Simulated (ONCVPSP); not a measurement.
**Pd, ONCV: configuration errors across variants**

ONCVPSP 4.0.1 input, shortened (lines: element, Z, core and valence counts, functional; n l f; lmax; l rc ep ncon nbas qcut; lloc lpopt rc5 dvloc0; l nproj debl; icmod fcfact rcfact), PBE, scalar-relativistic:

```
  Pd 46.00    6    4        4      upf
    1    0    2.00
    2    0    2.00
    2    1    6.00
    3    0    2.00
    3    1    6.00
    3    2   10.00
    4    0    2.00
    4    1    6.00
    4    2    9.00
    5    0    1.00
    3
    0    1.60    0.00    3    6    6.70
    1    1.00    0.00    3    6    9.30
    2    1.70    0.00    3    8   11.00
    3    1.70    0.24    3    7    7.50
    4    5    0.70    4.00
    0    2    0.60
    1    2    2.00
    2    2    3.00
    3    3    2.30
    3    3.50    1.35
```

In the p channel the program set the typed energies aside and used -2.002, 0.250 Ha.

All-electron excitation energies from the reference (eV): (1) 4s2 4p6 4d10 5s0 -1.501; (2) 4s2 4p6 4d9 5s0 7.615; (3) 4s2 4p6 4d8 5s0 28.433; (4) 4s2 4p6 4d7 5s0 62.793.

A true bound ghost makes a file unfit for plane-wave use even where its test errors are small: the radial tests pick states by their node count and pass the ghost by.

Errors AE − PS in meV (a dash: test not solved or not reliable):

| change | (1) | (2) | (3) | (4) | bound ghosts | GHOST(+) flags above zero |
| --- | --- | --- | --- | --- | --- | --- |
| base | -2.9 | -2.1 | -3.1 | -3.4 | s | p |
| all radii but the core radius scaled by about 0.80 (s 1.28, p 0.80, d 1.36, f 1.36 bohr); local potential polynomial inside 0.56 bohr (lpopt 5, dvloc0 4 Ha) | -2.7 | -1.8 | -3.1 | -5.5 | s | p, f |
| all radii but the core radius scaled by about 0.85 (s 1.36, p 0.86, d 1.44, f 1.44 bohr); local potential polynomial inside 0.60 bohr (lpopt 5, dvloc0 4 Ha) | -2.9 | -2.0 | -3.2 | -5.5 | s | p |
| all radii but the core radius scaled by about 0.95 (s 1.52, p 0.96, d 1.62, f 1.62 bohr); local potential polynomial inside 0.66 bohr (lpopt 5, dvloc0 4 Ha) | -3.2 | -2.2 | -3.3 | -4.4 | s | none |
| all radii but the core radius scaled by about 1.15 (s 1.84, p 1.16, d 1.96, f 1.96 bohr); local potential polynomial inside 0.80 bohr (lpopt 5, dvloc0 4 Ha) | -2.3 | -2.3 | -3.4 | +4.3 | none | s, f |
| all radii but the core radius scaled by about 1.22 (s 1.96, p 1.22, d 2.08, f 2.08 bohr); local potential polynomial inside 0.86 bohr (lpopt 5, dvloc0 4 Ha) | -2.1 | -2.4 | -3.3 | +7.1 | none | s, f |
| all radii but the core radius scaled by about 1.29 (s 2.06, p 1.30, d 2.20, f 2.20 bohr); local potential polynomial inside 0.90 bohr (lpopt 5, dvloc0 4 Ha) | -0.3 | -2.2 | -2.8 | +21 | none | s, f |

Q: Give the same row for: all radii but the core radius scaled by about 1.10 (s 1.76, p 1.10, d 1.88, f 1.88 bohr); local potential polynomial inside 0.78 bohr (lpopt 5, dvloc0 4 Ha).

A: -2.1, -2.3, -4.6, -2.2; bound ghosts: none; GHOST(+) flags above zero: s, d, f.
